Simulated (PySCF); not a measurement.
A PySCF script (with the pyscf-properties extension) for the NMR shieldings of `COCCPCOC`, C₅H₁₃O₂P, on a PBE0-D3(BJ)/def2-SVP geometry:

```python
import basis_set_exchange as bse
import numpy as np
from pyscf import gto, dft
from pyscf.prop import nmr

atoms = """
C    -2.896910    1.259676    0.892156
O    -1.750957    0.939487    0.167310
C    -1.966474   -0.013704   -0.834584
C    -0.641352   -0.370953   -1.471883
P     0.560286   -1.096360   -0.237633
C     1.396540    0.512330    0.285595
O     2.286027    0.384621    1.347729
C     3.434794   -0.343517    1.049125
H    -3.321300    0.373990    1.404701
H    -3.687316    1.691552    0.246678
H    -2.620527    2.003977    1.651562
H    -2.666549    0.381723   -1.600788
H    -2.435436   -0.922756   -0.403773
H    -0.811491   -1.129994   -2.251025
H    -0.211273    0.516027   -1.967694
H     1.522423   -1.510826   -1.213357
H     0.570120    1.157647    0.615609
H     1.878263    0.990333   -0.593726
H     3.213864   -1.405739    0.823115
H     3.983723    0.082038    0.184194
H     4.092236   -0.311633    1.929346
"""
names = dict.fromkeys(["C", "O", "P", "H"], "pcSseg-1")
basis = {el: gto.basis.parse(bse.get_basis(n, elements=[el], fmt="nwchem")) for el, n in names.items()}
mol = gto.M(atom=atoms, basis=basis, charge=0, verbose=0)
mf = dft.RKS(mol, xc="B3LYP")
mf.grids.level = 2
mf.grids.alignment = dft.numint.BLKSIZE   # the property module wants whole blocks of grid points
mf.conv_tol = 1e-9
mf.kernel()

calc = nmr.RKS(mf)   # GIAO
C = mf.mo_coeff
Co = C[:, mf.mo_occ > 0]
resp = mf.gen_response(singlet=True, hermi=2)
def vind(x):   # induced exchange potential for any number of trial vectors
    d = np.einsum("pi,xij,qj->xpq", C, 2 * x.reshape(-1, C.shape[1], Co.shape[1]), Co, optimize=True)
    return np.einsum("xpq,pi,qj->xij", resp(d - d.transpose(0, 2, 1)), C, Co, optimize=True).ravel()
mo1, _ = nmr.rhf.solve_mo1(calc, with_cphf=vind)
sigma = calc.kernel(mo1)
for i, s in enumerate(sigma):   # ppm
    w = np.linalg.eigvalsh((s + s.T) / 2)
    print("%2d %-2s iso %8.1f  s11 %8.1f  s22 %8.1f  s33 %8.1f" % (i, mol.atom_pure_symbol(i), w.mean(), *w))
```

Q: Give the expected output.

A: 
```
 0 C  iso    118.9  s11     86.4  s22     92.1  s33    178.3
 1 O  iso    298.8  s11    273.6  s22    301.6  s33    321.4
 2 C  iso    102.7  s11     74.1  s22     89.4  s33    144.5
 3 C  iso    156.4  s11    146.4  s22    156.6  s33    166.2
 4 P  iso    381.0  s11    339.6  s22    375.9  s33    427.4
 5 C  iso    105.5  s11     57.4  s22     89.4  s33    169.6
 6 O  iso    302.9  s11    248.7  s22    314.1  s33    345.9
 7 C  iso    120.2  s11     87.5  s22     98.9  s33    174.2
 8 H  iso     28.2  s11     24.2  s22     26.2  s33     34.2
 9 H  iso     28.3  s11     24.3  s22     25.7  s33     34.7
10 H  iso     27.6  s11     23.7  s22     25.3  s33     34.0
11 H  iso     27.8  s11     23.7  s22     27.2  s33     32.3
12 H  iso     28.2  s11     24.7  s22     27.8  s33     32.1
13 H  iso     30.2  s11     24.8  s22     28.7  s33     37.1
14 H  iso     29.7  s11     25.4  s22     29.0  s33     34.7
15 H  iso     27.8  s11     22.7  s22     28.0  s33     32.8
16 H  iso     26.9  s11     20.5  s22     27.2  s33     33.0
17 H  iso     27.6  s11     22.9  s22     29.4  s33     30.5
18 H  iso     28.2  s11     24.0  s22     27.2  s33     33.3
19 H  iso     28.6  s11     25.3  s22     26.2  s33     34.3
20 H  iso     27.8  s11     24.0  s22     25.4  s33     34.1
```

These numbers come from an equivalent density-fitted implementation of the same equations, which agrees with the script to about 0.01 ppm for H and up to a few tenths of a ppm for heavy atoms, so last digits may differ.

Size and cost of the density-fitted run: 208 basis functions, 35 s wall time on 1 thread of an Intel Xeon Platinum 8488C, shared host; peak memory 0.99 GiB.
